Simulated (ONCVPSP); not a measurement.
**Logarithmic derivatives: antimony, ONCV**

ONCVPSP 4.0.1 input, shortened (lines: element, Z, core and valence counts, functional; n l f; lmax; l rc ep ncon nbas qcut; lloc lpopt rc5 dvloc0; l nproj debl; icmod fcfact rcfact), LDA (Perdew-Wang 92), scalar-relativistic:

```
  Sb 51.00    8    3  -001012      upf
    1    0    2.00
    2    0    2.00
    2    1    6.00
    3    0    2.00
    3    1    6.00
    3    2   10.00
    4    0    2.00
    4    1    6.00
    4    2   10.00
    5    0    2.00
    5    1    3.00
    2
    0    2.05    0.00    4    8    2.90
    1    2.55    0.00    5   10    3.30
    2    1.45    0.00    3    8    9.10
    4    5    1.15    1.00
    0    1    2.80
    1    2    2.40
    2    2    2.40
    1    0.60    0.00
```

The phase is arctan(r·R′/R) of the radial function R(r), unwrapped; energies in Ha, scanned from -3 to 5 Ha. A pole is an energy at which the radial function vanishes at the test radius. The pseudo phase is shifted by a multiple of π to meet the all-electron one at the reference energy, and phase errors are pseudo minus all-electron; the curves can meet again beyond the range given. Levels narrower than the energy grid can be missing from the lists of poles.

Q: For each channel, where are the poles, and over which energies does the pseudopotential scatter like the atom?

A:

```json
{"channel": "s", "radius (bohr)": "2.08", "reference energy (Ha)": "-0.48", "poles, all-electron": "1.20", "poles, pseudo": "0.97, 4.03", "unbroken range about the reference energy with phases within 0.05 rad": "below 1.2", "phase error 1 Ha above the reference energy (rad)": "-0.014"}
{"channel": "p", "radius (bohr)": "2.59", "reference energy (Ha)": "-0.18", "poles, all-electron": "0.75", "poles, pseudo": "0.74", "unbroken range about the reference energy with phases within 0.05 rad": "below 1.4", "phase error 1 Ha above the reference energy (rad)": "-0.002"}
{"channel": "d", "radius (bohr)": "1.47", "reference energy (Ha)": "-1.23", "poles, all-electron": "-0.35", "poles, pseudo": "-0.35", "unbroken range about the reference energy with phases within 0.05 rad": "the whole range", "phase error 1 Ha above the reference energy (rad)": "-0.000"}
```

Note: ghosts flagged at negative energy: s at -160.0 eV; GHOST(+) flagged for p at 40.8 eV. A true bound ghost makes a file unfit for plane-wave use.

Phases in the p channel:

```csv
E (Ha),all-electron,pseudo
-2.98,1.366,1.365
-2.76,1.354,1.353
-2.54,1.340,1.339
-2.32,1.323,1.322
-2.10,1.303,1.302
-1.88,1.277,1.276
-1.66,1.243,1.242
-1.44,1.196,1.195
-1.22,1.126,1.125
-1.00,1.012,1.010
-0.78,0.794,0.792
-0.56,0.308,0.306
-0.34,-0.514,-0.514
-0.12,-1.055,-1.055
0.10,-1.299,-1.300
0.32,-1.429,-1.429
0.54,-1.511,-1.513
0.76,-1.573,-1.575
0.98,-1.626,-1.629
1.20,-1.677,-1.683
1.42,-1.734,-1.760
1.64,-1.807,-1.798
1.86,-1.917,-1.914
2.08,-2.119,-2.119
2.30,-2.594,-2.594
2.52,-3.510,-3.503
2.74,-4.093,-4.087
2.96,-4.331,-4.326
3.18,-4.449,-4.445
3.40,-4.519,-4.516
3.62,-4.566,-4.564
3.84,-4.601,-4.599
4.06,-4.629,-4.627
4.28,-4.651,-4.649
4.50,-4.670,-4.669
4.72,-4.687,-4.687
4.94,-4.703,-4.704
```
